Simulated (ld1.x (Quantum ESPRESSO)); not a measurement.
**What one change does to a pseudopotential (Ba, TM)**

| Property | Result |
| --- | --- |
| Element | barium |
| Generator | ld1.x (Quantum ESPRESSO) 7.5 |
| Type | norm-conserving Troullier–Martins (Kleinman–Bylander form) |
| Functional | LDA (PZ) |
| Relativity | fully relativistic |
| Frozen core | [Xe] |
| Valence charge | 2 |
| Reference configuration | 5d0 6s1.5 6p0.5 |
| Partial waves | 6s (bound): rc 3.35 bohr; 6p (bound): rc 3.25 bohr; 5d (bound, empty): rc 3.10 bohr |
| Local potential | all-electron potential smoothed inside 2.40 bohr (lloc = -1) |
| Core correction | Bessel-smoothed model core inside 3.10 bohr |

Open shells are filled in proportion to 2j + 1 (rel_dist='average').

All-electron outer shells of the reference configuration (LDA (PZ), scalar-relativistic, ld1.x):

| shell | level (eV) | outermost node (bohr) | outermost maximum (bohr) |
| --- | --- | --- | --- |
| 5s | -34.39 | 0.80 | 1.47 |
| 5p | -19.38 | 0.86 | 1.67 |
| 6s | -3.67 | 1.96 | 4.00 |
| 5d | -2.57 | 1.00 | 2.49 |
| 6p | -1.55 | 2.35 | 5.34 |

Change: wave 6s (bound): rc 3.35 bohr becomes 6s (bound): rc 5.18 bohr.

Cutoffs: the cutoffs (Ry, on a coarse ladder) from which the occupation-weighted sum of valence levels, in a spherical-Bessel basis at the reference potential, stays within 10 and 1 mRy of its value at 400 Ry; they do not see the model core or the augmentation charge, which bear on the density cutoff. Errors are all-electron minus pseudo energies relative to the spin-unpolarised reference configuration.

**Question.** What does the change do?

**Answer.** The potential gets neither clearly harder nor softer (15 Ry and 25 Ry → 15 Ry and 25 Ry); both files keep a bound ghost (p, s); of the 7 tests that both files solve, the error grows in 2 and shrinks in 4 by more than 15 % and 0.3 meV (median size 11.0 → 8.9 meV).

```tsv
quantity	base	changed
cutoff, loose	15 Ry	15 Ry
cutoff, tight	25 Ry	25 Ry
bound ghosts	s, p3/2, p1/2	s, p3/2, p1/2
error for 5d0 6s2 6p0, meV [ΔE -1.04 eV]	-0.9	-2.0
error for 5d0 6s1 6p0, meV [ΔE 4.50 eV]	-3.7	-3.2
error for 5d0 6s1.5 6p0, meV [ΔE 1.17 eV]	-0.5	-0.1
error for 5d0.5 6s1.5 6p0, meV [ΔE -0.40 eV]	-11	-8.9
error for 5d0 6s0 6p1, meV [ΔE 7.20 eV]	-41	-64
error for 5d1 6s1 6p0, meV [ΔE 0.31 eV]	-35	-25
error for 5d1 6s0 6p0, meV [ΔE 5.23 eV]	-36	-25
```

 A true bound ghost makes a file unfit for plane-wave use even where its test errors are small: the radial tests pick states by their node count and pass the ghost by.
